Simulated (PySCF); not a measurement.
PySCF job for Al(AsH2)(OH)2 (AlAsH4O2), SMILES [OH][Al]([OH])[AsH2], PBE-D3(BJ)/def2-SVP. The structure is a stationary point at PBE-D3(BJ)/def2-SVP. The structure was generated by enumeration; whether it is a known compound was not checked. The values are those of a single conformer.

```python
import numpy as np
from pyscf import gto, scf, dft, df
from pyscf.hessian import thermo

mol = gto.M(
    atom='''
    Al   -1.03950970    0.01493648    0.00000000
    As    1.38335133   -0.06332508    0.00000000
    H     1.39569927    1.00955846    1.10668414
    H     1.39569928    1.00955845   -1.10668415
    O    -1.83391946   -0.00459494   -1.52474398
    H    -2.79282741   -0.02502221   -1.66520458
    O    -1.83391947   -0.00459494    1.52474397
    H    -2.79282742   -0.02502221    1.66520458
    ''',
    basis='def2-SVP',
    charge=0,
    spin=0,
    max_memory=1600,
    verbose=3,
)
mf = dft.RKS(mol, xc='pbe').density_fit(auxbasis='def2-universal-jkfit')
mf.disp = 'd3bj'
mf.grids.level = 3
mf.conv_tol = 1e-11
mf.max_cycle = 100
mf.kernel()

# [left out here: the lines that compute and print the analytic Hessian (its translational invariance restored by hand, since the grid's response is missing), thermochemistry and intensities]
```

Log of the run:

```
converged SCF energy = -2630.17684217248

WARN: DFTD3 does not support analytical Hessian, using finite difference


WARN: Mole.unit (angstrom) is changed to Bohr

Mode                                 0                   1                   2
Irrep
Freq [cm^-1]                       65.2630            128.1030            188.5018
Reduced mass [au]                   1.1253              5.6235              5.9617
Force const [Dyne/A]                0.0028              0.0544              0.1248
Char temp [K]                      93.8989            184.3117            271.2122
Normal mode                   x     y     z       x     y     z       x     y     z
       0  Al                 0.00  0.00 -0.02    0.00  0.00 -0.09    0.00  0.08 -0.00
       1  As                 0.00 -0.00  0.02    0.00 -0.00  0.03   -0.05 -0.01  0.00
       2   H                -0.02  0.49 -0.45   -0.13 -0.09  0.12    0.06 -0.02  0.00
       3   H                 0.02 -0.49 -0.45    0.13  0.09  0.12    0.06 -0.02 -0.00
       4   O                -0.02  0.04 -0.00   -0.13 -0.01 -0.02    0.11 -0.04 -0.05
       5   H                -0.03  0.00  0.02   -0.15  0.02  0.08    0.13 -0.13 -0.16
       6   O                 0.02 -0.04 -0.00    0.13  0.01 -0.02    0.11 -0.04  0.05
       7   H                 0.03 -0.00  0.02    0.15 -0.02  0.08    0.13 -0.13  0.16
Mode                                 3                   4                   5
Irrep
Freq [cm^-1]                      199.2179            236.5501            328.3929
Reduced mass [au]                   4.5242              1.0717              1.2352
Force const [Dyne/A]                0.1058              0.0353              0.0785
Char temp [K]                     286.6302            340.3429            472.4843
Normal mode                   x     y     z       x     y     z       x     y     z
       0  Al                 0.00 -0.13 -0.00   -0.00  0.00  0.00    0.01 -0.03  0.00
       1  As                -0.03  0.01  0.00    0.00 -0.00 -0.00   -0.00 -0.00 -0.00
       2   H                -0.18  0.02 -0.00   -0.03  0.03 -0.03    0.02 -0.01  0.00
       3   H                -0.18  0.02  0.00    0.03 -0.03 -0.03    0.02 -0.01 -0.00
       4   O                 0.07  0.07 -0.03    0.00 -0.04  0.00   -0.00  0.07  0.00
       5   H                 0.08  0.20 -0.12   -0.01  0.68 -0.01    0.01 -0.63  0.02
       6   O                 0.07  0.07  0.03   -0.00  0.04  0.00   -0.00  0.07 -0.00
       7   H                 0.08  0.20  0.12    0.01 -0.68 -0.01    0.01 -0.63 -0.02
Mode                                 6                   7                   8
Irrep
Freq [cm^-1]                      337.0313            482.1943            508.1817
Reduced mass [au]                   5.3418              1.1335              1.1392
Force const [Dyne/A]                0.3575              0.1553              0.1733
Char temp [K]                     484.9131            693.7702            731.1603
Normal mode                   x     y     z       x     y     z       x     y     z
       0  Al                -0.13 -0.00 -0.00    0.00 -0.00 -0.01   -0.01  0.05  0.00
       1  As                 0.05 -0.00  0.00   -0.00  0.00 -0.00    0.02 -0.01 -0.00
       2   H                 0.10 -0.00  0.00   -0.13  0.01 -0.00   -0.65  0.07 -0.05
       3   H                 0.10 -0.00 -0.00    0.13 -0.01 -0.00   -0.65  0.07  0.05
       4   O                -0.01  0.00 -0.08   -0.02  0.00  0.05    0.00 -0.01 -0.02
       5   H                 0.02 -0.04 -0.26    0.09 -0.01 -0.64   -0.01 -0.08  0.03
       6   O                -0.01  0.00  0.08    0.02 -0.00  0.05    0.00 -0.01  0.02
       7   H                 0.02 -0.04  0.26   -0.09  0.01 -0.64   -0.01 -0.08 -0.03
Mode                                 9                  10                  11
Irrep
Freq [cm^-1]                      565.5480            566.6448            787.9206
Reduced mass [au]                   1.0511              1.5999              4.3229
Force const [Dyne/A]                0.1981              0.3027              1.5812
Char temp [K]                     813.6976            815.2758           1133.6423
Normal mode                   x     y     z       x     y     z       x     y     z
       0  Al                 0.00  0.00 -0.02   -0.00 -0.00 -0.00   -0.11 -0.00  0.00
       1  As                 0.00 -0.00  0.01   -0.00  0.00  0.00    0.01 -0.00 -0.00
       2   H                 0.68 -0.01 -0.00    0.08 -0.01  0.01   -0.01  0.01 -0.01
       3   H                -0.68  0.01 -0.00    0.08 -0.01 -0.01   -0.01  0.01  0.01
       4   O                -0.03 -0.00 -0.01    0.01  0.00 -0.11    0.08  0.00  0.09
       5   H                -0.01  0.03 -0.13   -0.10  0.01  0.53    0.05 -0.00  0.30
       6   O                 0.03  0.00 -0.01    0.01  0.00  0.11    0.08  0.00 -0.09
       7   H                 0.01 -0.03 -0.12   -0.10  0.01 -0.53    0.05 -0.00 -0.30
Mode                                12                  13                  14
Irrep
Freq [cm^-1]                      897.6463            952.6876           2119.7809
Reduced mass [au]                  10.4572              1.0213              1.0198
Force const [Dyne/A]                4.9645              0.5462              2.6998
Char temp [K]                    1291.5131           1370.7054           3049.8927
Normal mode                   x     y     z       x     y     z       x     y     z
       0  Al                 0.00  0.00  0.14   -0.00  0.00 -0.00    0.00 -0.00 -0.00
       1  As                -0.00  0.00 -0.00    0.00  0.01 -0.00   -0.00 -0.01 -0.00
       2   H                -0.04  0.00  0.00   -0.09 -0.50  0.48    0.02  0.47  0.52
       3   H                 0.04 -0.00  0.00   -0.09 -0.50 -0.48    0.02  0.47 -0.52
       4   O                -0.06 -0.00 -0.10    0.00 -0.00  0.00    0.00  0.00 -0.00
       5   H                -0.06 -0.00 -0.14    0.00 -0.00  0.00   -0.00  0.00 -0.00
       6   O                 0.06  0.00 -0.10    0.00 -0.00 -0.00    0.00  0.00  0.00
       7   H                 0.06  0.00 -0.14    0.00 -0.00 -0.00   -0.00  0.00  0.00
Mode                                15                  16                  17
Irrep
Freq [cm^-1]                     2137.7271           3814.1476           3816.7004
Reduced mass [au]                   1.0214              1.0681              1.0677
Force const [Dyne/A]                2.7501              9.1551              9.1638
Char temp [K]                    3075.7133           5487.7092           5491.3821
Normal mode                   x     y     z       x     y     z       x     y     z
       0  Al                 0.00 -0.00  0.00   -0.00  0.00  0.00   -0.00 -0.00 -0.00
       1  As                -0.00 -0.00  0.01    0.00 -0.00 -0.00    0.00 -0.00  0.00
       2   H                -0.02 -0.49 -0.50   -0.00  0.00  0.00    0.00  0.00 -0.00
       3   H                 0.02  0.49 -0.50    0.00 -0.00  0.00    0.00  0.00  0.00
       4   O                 0.00  0.00 -0.00   -0.04 -0.00 -0.01   -0.04 -0.00 -0.01
       5   H                 0.00  0.00 -0.00    0.67  0.01  0.11    0.67  0.01  0.11
       6   O                -0.00 -0.00 -0.00    0.04  0.00 -0.01   -0.04 -0.00  0.01
       7   H                -0.00 -0.00 -0.00   -0.67 -0.01  0.11    0.67  0.01 -0.11
temperature 298.1500 [K]
pressure 101325.00 [Pa]
Rotational constants [GHz] 5.96483 1.68081 1.32698
Symmetry number 1
Zero-point energy (ZPE) 0.04131 [Eh]   108454.875 [J/mol]
                           tot       elec      trans        rot        vib
Entropy [J/mol/K]       364.295      0.000    170.191    115.403     78.701
Cv [J/mol/K]            104.226      0.000     12.472     12.472     79.282
Cp [J/mol/K]            112.540      0.000     20.786     12.472     79.282
Internal energy [J/mol]                      3718.434   3718.434 121293.750
Internal energy [Eh]   -2630.12781  -2630.17684
Enthalpy [J/mol]                             6197.391   3718.434 121293.750
Enthalpy [Eh]          -2630.12687
Gibbs free energy [J/mol]                  -44545.043 -30688.978  97828.926
Gibbs free energy [Eh] -2630.16824
mode   freq/cm-1   IR/(km/mol)
   1       65.26         0.673
   2      128.10         0.358
   3      188.50         9.810
   4      199.22         9.052
   5      236.55         0.126
   6      328.39       264.857
   7      337.03        28.306
   8      482.19       292.181
   9      508.18         4.033
  10      565.55         4.208
  11      566.64         0.138
  12      787.92       144.525
  13      897.65        86.210
  14      952.69        16.378
  15     2119.78        58.981
  16     2137.73        72.682
  17     3814.15        24.052
  18     3816.70        85.692
max |gradient| / (hartree/bohr): 0.00011960814171901402
APT charges: [ 1.2468  0.0678 -0.1156 -0.1156 -0.8193  0.2775 -0.8193  0.2775]
```

Self-consistency was reached.

Cost: roughly 100 core-seconds.
